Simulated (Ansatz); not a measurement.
Harmonic vibrations of H4O3SZr (`[OH][Zr]([OH])([OH])[SH]`) by finite differences.

```yaml
crystal:
  periodic: [false, false, false]
  atoms:
    - {symbol: O, position_ang: [-0.633322, 1.855435, -0.635481]}
    - {symbol: Zr, position_ang: [-0.050958, 0.131625, -0.043461]}
    - {symbol: O, position_ang: [-0.095076, -1.192138, -1.429831]}
    - {symbol: O, position_ang: [-1.092543, -0.492283, 1.440863]}
    - {symbol: S, position_ang: [2.298026, 0.473300, 0.675926]}
    - {symbol: H, position_ang: [-1.012753, 2.571731, -1.135929]}
    - {symbol: H, position_ang: [-0.300707, -1.954972, -1.961214]}
    - {symbol: H, position_ang: [-1.605614, -0.544993, 2.241183]}
    - {symbol: H, position_ang: [2.492956, -0.847705, 0.847944]}
basis:
  gaussian: {orbitals: def2-TZVP}
hamiltonian: {xc: pbe0, dispersion: d4}
phonons: {temperatures: {t_min: 298.15, t_max: 900, t_step: 200}}
```

```sh
$ ansatz run in.yaml --threads 4 --pin off --events-out ev --progress --plain --max-ram 10444MiB
```

Shortened log:

```
Functional definition: PBE0
mean field -18321.37921123 eV, -673.2982673360 hartree, gradient 2.1e-5 eV, S^2 0.000000; 0 other end points of the search recorded, 0 dependent functions left out
mean field -18321.37914590 eV, -673.2982649351 hartree, gradient 1.3e-6 eV, S^2 0.000000; 0 other end points of the search recorded, 0 dependent functions left out
mean field -18321.37919597 eV, -673.2982667752 hartree, gradient 1.3e-6 eV, S^2 0.000000; 0 other end points of the search recorded, 0 dependent functions left out
mean field -18321.37909206 eV, -673.2982629565 hartree, gradient 1.3e-6 eV, S^2 0.000000; 0 other end points of the search recorded, 0 dependent functions left out
mean field -18321.37900453 eV, -673.2982597396 hartree, gradient 1.3e-6 eV, S^2 0.000000; 0 other end points of the search recorded, 0 dependent functions left out
mean field -18321.37913844 eV, -673.2982646607 hartree, gradient 1.3e-6 eV, S^2 0.000000; 0 other end points of the search recorded, 0 dependent functions left out
mean field -18321.37916361 eV, -673.2982655857 hartree, gradient 1.3e-6 eV, S^2 0.000000; 0 other end points of the search recorded, 0 dependent functions left out
mean field -18321.37915523 eV, -673.2982652780 hartree, gradient 1.3e-6 eV, S^2 0.000000; 0 other end points of the search recorded, 0 dependent functions left out
mean field -18321.37910409 eV, -673.2982633985 hartree, gradient 1.3e-6 eV, S^2 0.000000; 0 other end points of the search recorded, 0 dependent functions left out
mean field -18321.37908590 eV, -673.2982627302 hartree, gradient 1.3e-6 eV, S^2 0.000000; 0 other end points of the search recorded, 0 dependent functions left out
mean field -18321.37907425 eV, -673.2982623017 hartree, gradient 1.3e-6 eV, S^2 0.000000; 0 other end points of the search recorded, 0 dependent functions left out
mean field -18321.37909657 eV, -673.2982631222 hartree, gradient 1.3e-6 eV, S^2 0.000000; 0 other end points of the search recorded, 0 dependent functions left out
mean field -18321.37908732 eV, -673.2982627823 hartree, gradient 1.3e-6 eV, S^2 0.000000; 0 other end points of the search recorded, 0 dependent functions left out
mean field -18321.37919048 eV, -673.2982665733 hartree, gradient 1.3e-6 eV, S^2 0.000000; 0 other end points of the search recorded, 0 dependent functions left out
mean field -18321.37920674 eV, -673.2982671707 hartree, gradient 1.3e-6 eV, S^2 0.000000; 0 other end points of the search recorded, 0 dependent functions left out
mean field -18321.37902987 eV, -673.2982606712 hartree, gradient 1.3e-6 eV, S^2 0.000000; 0 other end points of the search recorded, 0 dependent functions left out
mean field -18321.37908698 eV, -673.2982627697 hartree, gradient 1.3e-6 eV, S^2 0.000000; 0 other end points of the search recorded, 0 dependent functions left out
mean field -18321.37907967 eV, -673.2982625009 hartree, gradient 1.3e-6 eV, S^2 0.000000; 0 other end points of the search recorded, 0 dependent functions left out
mean field -18321.37915095 eV, -673.2982651206 hartree, gradient 1.3e-6 eV, S^2 0.000000; 0 other end points of the search recorded, 0 dependent functions left out
mean field -18321.37909462 eV, -673.2982630504 hartree, gradient 1.3e-6 eV, S^2 0.000000; 0 other end points of the search recorded, 0 dependent functions left out
mean field -18321.37917435 eV, -673.2982659804 hartree, gradient 1.3e-6 eV, S^2 0.000000; 0 other end points of the search recorded, 0 dependent functions left out
mean field -18321.37917585 eV, -673.2982660356 hartree, gradient 1.1e-6 eV, S^2 0.000000; 0 other end points of the search recorded, 0 dependent functions left out
mean field -18321.37922507 eV, -673.2982678445 hartree, gradient 1.3e-6 eV, S^2 0.000000; 0 other end points of the search recorded, 0 dependent functions left out
mean field -18321.37906725 eV, -673.2982620445 hartree, gradient 1.3e-6 eV, S^2 0.000000; 0 other end points of the search recorded, 0 dependent functions left out
mean field -18321.37900843 eV, -673.2982598832 hartree, gradient 1.3e-6 eV, S^2 0.000000; 0 other end points of the search recorded, 0 dependent functions left out
mean field -18321.37924349 eV, -673.2982685214 hartree, gradient 1.3e-6 eV, S^2 0.000000; 0 other end points of the search recorded, 0 dependent functions left out
mean field -18321.37910793 eV, -673.2982635398 hartree, gradient 1.3e-6 eV, S^2 0.000000; 0 other end points of the search recorded, 0 dependent functions left out
mean field -18321.37912653 eV, -673.2982642231 hartree, gradient 2.9e-6 eV, S^2 0.000000; 0 other end points of the search recorded, 0 dependent functions left out
mean field -18321.37913389 eV, -673.2982644937 hartree, gradient 8.4e-7 eV, S^2 0.000000; 0 other end points of the search recorded, 0 dependent functions left out
mean field -18321.37922630 eV, -673.2982678895 hartree, gradient 1.0e-6 eV, S^2 0.000000; 0 other end points of the search recorded, 0 dependent functions left out
mean field -18321.37918309 eV, -673.2982663016 hartree, gradient 9.2e-7 eV, S^2 0.000000; 0 other end points of the search recorded, 0 dependent functions left out
mean field -18321.37917369 eV, -673.2982659563 hartree, gradient 2.3e-6 eV, S^2 0.000000; 0 other end points of the search recorded, 0 dependent functions left out
mean field -18321.37919243 eV, -673.2982666450 hartree, gradient 2.6e-6 eV, S^2 0.000000; 0 other end points of the search recorded, 0 dependent functions left out
mean field -18321.37913217 eV, -673.2982644304 hartree, gradient 1.3e-6 eV, S^2 0.000000; 0 other end points of the search recorded, 0 dependent functions left out
mean field -18321.37909068 eV, -673.2982629058 hartree, gradient 1.3e-6 eV, S^2 0.000000; 0 other end points of the search recorded, 0 dependent functions left out
mean field -18321.37915000 eV, -673.2982650859 hartree, gradient 2.5e-6 eV, S^2 0.000000; 0 other end points of the search recorded, 0 dependent functions left out
mean field -18321.37917671 eV, -673.2982660674 hartree, gradient 2.5e-6 eV, S^2 0.000000; 0 other end points of the search recorded, 0 dependent functions left out
mean field -18321.37919575 eV, -673.2982667669 hartree, gradient 2.1e-6 eV, S^2 0.000000; 0 other end points of the search recorded, 0 dependent functions left out
mean field -18321.37920975 eV, -673.2982672816 hartree, gradient 2.4e-6 eV, S^2 0.000000; 0 other end points of the search recorded, 0 dependent functions left out
mean field -18321.37907563 eV, -673.2982623526 hartree, gradient 1.3e-6 eV, S^2 0.000000; 0 other end points of the search recorded, 0 dependent functions left out
mean field -18321.37912257 eV, -673.2982640778 hartree, gradient 1.3e-6 eV, S^2 0.000000; 0 other end points of the search recorded, 0 dependent functions left out
mean field -18321.37913626 eV, -673.2982645806 hartree, gradient 2.5e-6 eV, S^2 0.000000; 0 other end points of the search recorded, 0 dependent functions left out
mean field -18321.37917544 eV, -673.2982660207 hartree, gradient 2.8e-6 eV, S^2 0.000000; 0 other end points of the search recorded, 0 dependent functions left out
mean field -18321.37914606 eV, -673.2982649409 hartree, gradient 2.5e-6 eV, S^2 0.000000; 0 other end points of the search recorded, 0 dependent functions left out
mean field -18321.37917396 eV, -673.2982659664 hartree, gradient 2.8e-6 eV, S^2 0.000000; 0 other end points of the search recorded, 0 dependent functions left out
mean field -18321.37920948 eV, -673.2982672715 hartree, gradient 1.9e-6 eV, S^2 0.000000; 0 other end points of the search recorded, 0 dependent functions left out
mean field -18321.37921081 eV, -673.2982673205 hartree, gradient 2.6e-6 eV, S^2 0.000000; 0 other end points of the search recorded, 0 dependent functions left out
mean field -18321.37911095 eV, -673.2982636505 hartree, gradient 1.3e-6 eV, S^2 0.000000; 0 other end points of the search recorded, 0 dependent functions left out
mean field -18321.37906425 eV, -673.2982619346 hartree, gradient 1.3e-6 eV, S^2 0.000000; 0 other end points of the search recorded, 0 dependent functions left out
mean field -18321.37921664 eV, -673.2982675347 hartree, gradient 1.5e-6 eV, S^2 0.000000; 0 other end points of the search recorded, 0 dependent functions left out
mean field -18321.37919670 eV, -673.2982668019 hartree, gradient 3.0e-6 eV, S^2 0.000000; 0 other end points of the search recorded, 0 dependent functions left out
mean field -18321.37914386 eV, -673.2982648600 hartree, gradient 1.1e-6 eV, S^2 0.000000; 0 other end points of the search recorded, 0 dependent functions left out
mean field -18321.37912260 eV, -673.2982640787 hartree, gradient 1.6e-6 eV, S^2 0.000000; 0 other end points of the search recorded, 0 dependent functions left out
mean field -18321.37921161 eV, -673.2982673498 hartree, gradient 1.6e-6 eV, S^2 0.000000; 0 other end points of the search recorded, 0 dependent functions left out
mean field -18321.37920725 eV, -673.2982671895 hartree, gradient 1.3e-6 eV, S^2 0.000000; 0 other end points of the search recorded, 0 dependent functions left out
Total energy: -18321.55715307 eV, -673.3048065780 hartree
Atom 0 at    -0.633322     1.855435    -0.635481 Å, force    -0.001151     0.000312     0.000015 eV/Å
Atom 1 at    -0.050958     0.131625    -0.043461 Å, force     0.001767     0.000052    -0.000664 eV/Å
Atom 2 at    -0.095076    -1.192138    -1.429831 Å, force     0.000118     0.000571     0.001797 eV/Å
Atom 3 at    -1.092543    -0.492283     1.440863 Å, force    -0.001335    -0.001087    -0.000193 eV/Å
Atom 4 at     2.298026     0.473300     0.675926 Å, force     0.001370    -0.003222     0.000717 eV/Å
Atom 5 at    -1.012753     2.571731    -1.135929 Å, force     0.000411     0.000230    -0.000065 eV/Å
Atom 6 at    -0.300707    -1.954972    -1.961214 Å, force    -0.000587    -0.001096    -0.001669 eV/Å
Atom 7 at    -1.605614    -0.544993     2.241183 Å, force     0.000150     0.000532     0.000624 eV/Å
Atom 8 at     2.492956    -0.847705     0.847944 Å, force    -0.000743     0.003708    -0.000561 eV/Å
Dipole moment:    -0.680624    -0.202349    -0.173603 e Å
Vibrations: 55.97 107.76 119.30 128.92 152.33 168.25 176.27 220.15 230.94 242.36 269.52 324.47 368.41 506.49 710.96 715.77 721.12 2691.82 3999.84 4005.35 4008.87 cm⁻¹, zero-point energy 1.235184 eV
```

It took 2.1 min on 4 threads of an Arm Neoverse V1 on a shared host, with 0.5 GiB of host memory at the peak.
